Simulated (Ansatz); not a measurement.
Two members of one family (Series BCl2X), computed with Ansatz in the gas phase. The two geometries come from different levels. Binding counts from free atoms in the multiplicity of their measured ground term, without zero-point energy. A dash marks a value that wasn't run or was left out as unsound. The structures are stationary points that may keep the symmetry of their start. Remarks come from the PBE and PBE0 runs and from stability tests at other levels; not every state was tested. HOMO above LUMO (over both spins in singlets and doublets, within one spin in higher multiplets; at PBE or PBE0), or a gap under 0.15 eV within one spin, warns that the state may not be the lowest or that an electron is smeared out.

First: BCl2Br (singlet, charge 0, B3LYP-D4/def2-SVP geometry).

```xyz
4

B     0.034    0.016    0.015
Cl    1.183    0.774   -1.065
Cl    0.380   -0.084    1.726
Br   -1.597   -0.706   -0.676
```

| level | HOMO (eV) | LUMO (eV) | gap (eV) | vertical IE (eV) | vertical triplet (eV) | binding per atom (eV) |
| --- | --- | --- | --- | --- | --- | --- |
| PBE-D4/def2-TZVP | -7.34 | -2.78 | 4.56 | 10.41 | 4.67 | 3.51 |
| B97M-V/def2-TZVP | -7.77 | -2.37 | 5.39 | – | – | 3.43 |
| B3LYP-D4/6-31G | -8.51 | -2.18 | 6.33 | – | – | 2.97 |
| B3LYP-D4/def2-TZVP | -8.40 | -2.05 | 6.35 | – | – | 3.30 |
| PBE0-D4/def2-TZVP | -8.69 | -1.89 | 6.79 | 10.88 | 5.05 | 3.43 |

Second: BCl2H (singlet, charge 0, r2SCAN-D4/def2-TZVP geometry).

Cartesian coordinates in Å:
```
B 0.0957 -0.0774 -0.0516
Cl -1.0638 0.6766 -1.1050
Cl 0.0243 0.1672 1.6683
H 0.9438 -0.7664 -0.5117
```

Task: What does the change do? Estimate second minus first.

Result: 
```csv
level,Δ HOMO (eV),Δ LUMO (eV),Δ gap (eV),Δ vertical IE (eV),Δ vertical triplet (eV),Δ binding per atom (eV)
PBE-D4/def2-TZVP,-0.50,0.07,0.57,0.81,0.27,-0.01
B97M-V/def2-TZVP,-0.51,0.02,0.53,–,–,0.05
B3LYP-D4/6-31G,-0.56,0.20,0.76,–,–,0.15
B3LYP-D4/def2-TZVP,-0.61,0.12,0.73,–,–,0.09
PBE0-D4/def2-TZVP,-0.57,0.15,0.72,0.77,0.25,0.02
```

Remarks: gap within one spin near zero at PBE or PBE0 (+1 doublet).
